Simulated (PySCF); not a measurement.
**Antimony: a sound run and one with changed settings**

Sound run: Sb [Kr] 4d10 5s2 5p3, Sb⁺ [Kr] 4d10 5s2 5p2. Calculation: PySCF 2.14, in cc-pVTZ-PP with ECP28MDF (5s4p3d1f, 39 functions); scalar relativity through the core potential. In the sound run the correlated levels freeze 4s2 4p6 4d10 outside the core potential. The sound run starts from symmetry-adapted Hartree-Fock orbitals and uses a fine grid where one is needed.

Changed run: a valence shell is frozen. This setting is unsound on purpose.

```json
{"species": "Sb", "method": "MP2", "sound run (hartree)": "-239.33814", "changed run (hartree)": "-239.29071", "converged": "yes"}
{"species": "Sb", "method": "CCSD(T)", "sound run (hartree)": "-239.35326", "changed run (hartree)": "-239.29507", "converged": "yes"}
{"species": "Sb⁺", "method": "MP2", "sound run (hartree)": "-239.00739", "changed run (hartree)": "-238.96624", "converged": "yes"}
{"species": "Sb⁺", "method": "CCSD(T)", "sound run (hartree)": "-239.02209", "changed run (hartree)": "-238.96793", "converged": "yes"}
```

Ionisation energy of Sb:

| method | sound run (eV) | changed run (eV) |
| --- | --- | --- |
| UHF | 8.597 | 8.597 |
| MP2 | 9.000 | 8.829 |
| SCS-MP2 | 8.878 | 8.674 |
| CCSD | 8.983 | 8.897 |
| CCSD(T) | 9.012 | 8.902 |

Freezing a valence shell removes pair correlation that changes on ionisation.

For comparison, NIST gives 8.608 eV between the lowest levels.
